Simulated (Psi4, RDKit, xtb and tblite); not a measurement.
Conformational energy of SMILES O=C(O)C[SiH2]O[SiH3]. Scanned: dihedral O1–C2–O3–H8 and dihedral O1–C2–C4–Si5; all other coordinates were relaxed at GFN2-xTB. Points at φ and −φ are mirror images. Heavy atoms are numbered in the order of the SMILES O=C(O)C[SiH2]O[SiH3], hydrogens after them in the order of the atoms that carry them; the mirror image has the same energies with the sign of each dihedral reversed.

Levels: GFN2-xTB (xtb and tblite); MMFF94 // GFN2-xTB (RDKit); PBE/def2-SVP // GFN2-xTB (Psi4); PBE-D3(BJ)/def2-SVP // GFN2-xTB (Psi4); UFF // GFN2-xTB (RDKit).

Energies in kJ/mol at chosen points (x: dihedral O1–C2–O3–H8 (°); y: dihedral O1–C2–C4–Si5 (°)), relative to x = 180, y = 0:

```
method               (-120, -30)  (150, -120)  (0, 30)  (180, 60)  (180, 180)  (-90, 90)  (0, -30)
-------------------  -----------  -----------  -------  ---------  ----------  ---------  --------
GFN2-xTB                    21.1         -8.0    -27.8       -8.3         0.5       13.8     -27.8
MMFF94                      38.2         12.8    -19.5       34.1        16.4       70.7     -19.5
PBE/def2-SVP                32.0         -3.7    -17.5       -0.1        -1.8       36.6     -17.5
PBE-D3(BJ)/def2-SVP         31.8         -3.4    -17.7       -1.1        -1.1       36.6     -17.7
UFF                         35.2         95.7     18.4       29.7       234.5      119.1      18.4
```

MMFF94 has few fitted parameters for silicon.
